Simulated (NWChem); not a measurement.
System: SiH2O, singlet; SMILES O[SiH]

Here is an NWChem input.

```
start job
memory heap 200 mb stack 900 mb global 1100 mb
geometry units angstroms noautosym nocenter noautoz
  Si     0.146437    -0.641242     0.000000
  H     -1.412173    -0.856142     0.000000
  O      0.140619     1.048875     0.000000
  H     -0.729962     1.489000     0.000000
end
basis spherical
  * library def2-svp
end
dft
  xc b3lyp
  iterations 150
end
cosmo
  do_cosmo_smd true
  solvent etoac
end
task dft energy
```

Output (shortened):

```
             Northwest Computational Chemistry Package (NWChem) 7.3.0
             --------------------------------------------------------

                             Geometry "geometry" -> ""
                             -------------------------

 Output coordinates in angstroms (scale by  1.889725989 to convert to a.u.)

  No.       Tag          Charge          X              Y              Z
 ---- ---------------- ---------- -------------- -------------- --------------
    1 Si                  14.0000     0.14643700    -0.64124200     0.00000000
    2 H                    1.0000    -1.41217300    -0.85614200     0.00000000
    3 O                    8.0000     0.14061900     1.04887500     0.00000000
    4 H                    1.0000    -0.72996200     1.48900000     0.00000000

 Effective nuclear repulsion energy (a.u.)      49.2709085322

                                 NWChem DFT Module
                                 -----------------

 Summary of "ao basis" -> "ao basis" (spherical)
 ------------------------------------------------------------------------------
       Tag                 Description            Shells   Functions and Types
 ---------------- ------------------------------  ------  ---------------------
 Si                         def2-svp                 8       18   4s3p1d
 H                          def2-svp                 3        5   2s1p
 O                          def2-svp                 6       14   3s2p1d

 in cosmo_initialize ...
 calling solv_data for solv:etoac

 solvent parameters
 solvname_short: etoac
 solvname_long:  ethyl acetate
 dielec:        5.9867
 dielecinf:     1.8832
 nonaqueous SMD model solvent descriptors
 dielec:        5.9867
 sola:          0.0000
 solb:          0.4500
 solc:          0.0000
 solg:         33.6700
 solh:          0.0000
 soln:          1.3723

          ---------------
          -cosmo- solvent
          ---------------
 Cosmo: York-Karplus, doi: 10.1021/jp992097l
 dielectric constant -eps-     =   5.99
 screen = (eps-1)/(eps    )    =   0.83296
 surface charge correction     = lagrangian

   van der Waals surface
 --------------------------

[...]

                                COSMO-SMD solvation results
                                ---------------------------

             internal energy in gas <Psi(g)|H|Psi(g)> =      -365.767547357327
         internal energy in solvent <Psi(s)|H|Psi(s)> =      -365.767268237892
                               delta internal energy  =         0.000279119435 (    0.18 kcal/mol)
   total free energy in solvent <Psi(s)|H+V/2|Psi(s)> =      -365.771638621906
 polarization energy contribution <Psi(s)|V/2|Psi(s)> =        -0.004370384015 (   -2.74 kcal/mol)
    total free energy in solvent including G(SMD-CDS) =      -365.773509820327
                       G(SMD-CDS) energy contribution =        -0.001871198421 (   -1.17 kcal/mol)
     1 M fixed-concentration free energy of solvation =        -0.005962463000 (   -3.74 kcal/mol)

                       DFT Final Molecular Orbital Analysis
                       ------------------------------------

 Vector   10  Occ=2.000000D+00  E=-3.516657D-01
              MO Center=  1.3D-01,  8.8D-01,  1.7D-09, r^2= 9.1D-01
   Bfn.  Coefficient  Atom+Function         Bfn.  Coefficient  Atom+Function
  ----- ------------  ---------------      ----- ------------  ---------------
    29      0.589018  3 O  pz                32      0.438018  3 O  pz
    13      0.154917  1 Si pz                10      0.134234  1 Si pz
     7     -0.077424  1 Si pz                15      0.065979  1 Si d -1

 Vector   11  Occ=2.000000D+00  E=-3.422677D-01
              MO Center= -4.0D-02,  3.9D-01, -1.1D-09, r^2= 2.1D+00
   Bfn.  Coefficient  Atom+Function         Bfn.  Coefficient  Atom+Function
  ----- ------------  ---------------      ----- ------------  ---------------
    28      0.412431  3 O  py                27      0.327714  3 O  px
    31      0.287908  3 O  py                30      0.239842  3 O  px
     9     -0.195074  1 Si py                19      0.194935  2 H  s
     3      0.184528  1 Si s                  4      0.155792  1 Si s
    20      0.120920  2 H  s                  2      0.113871  1 Si s

 Vector   12  Occ=2.000000D+00  E=-2.385227D-01
              MO Center=  1.3D-01, -8.3D-01,  7.7D-10, r^2= 2.4D+00
   Bfn.  Coefficient  Atom+Function         Bfn.  Coefficient  Atom+Function
  ----- ------------  ---------------      ----- ------------  ---------------
     3      0.409822  1 Si s                  4      0.366694  1 Si s
    19     -0.291210  2 H  s                 20     -0.289378  2 H  s
     8      0.284508  1 Si px                11      0.277169  1 Si px
     2      0.239753  1 Si s                 12     -0.167909  1 Si py
     5     -0.152305  1 Si px                26     -0.132642  3 O  s

 Vector   13  Occ=0.000000D+00  E=-7.741555D-02
              MO Center=  1.3D-01, -5.8D-01,  5.1D-09, r^2= 2.6D+00
   Bfn.  Coefficient  Atom+Function         Bfn.  Coefficient  Atom+Function
  ----- ------------  ---------------      ----- ------------  ---------------
    13      0.715665  1 Si pz                10      0.397372  1 Si pz
    32     -0.252684  3 O  pz                29     -0.249983  3 O  pz
     7     -0.210584  1 Si pz                15     -0.042844  1 Si d -1

[...]
```

Level: B3LYP/def2-SVP, SMD on the gas-phase geometry. Low-valent species are run as closed-shell singlets; no triplet was tried in these runs. The geometry was optimised at PBE-D3(BJ)/def2-SVP. B3LYP is NWChem's, with the RPA form of VWN correlation. Solvent: ethyl acetate.
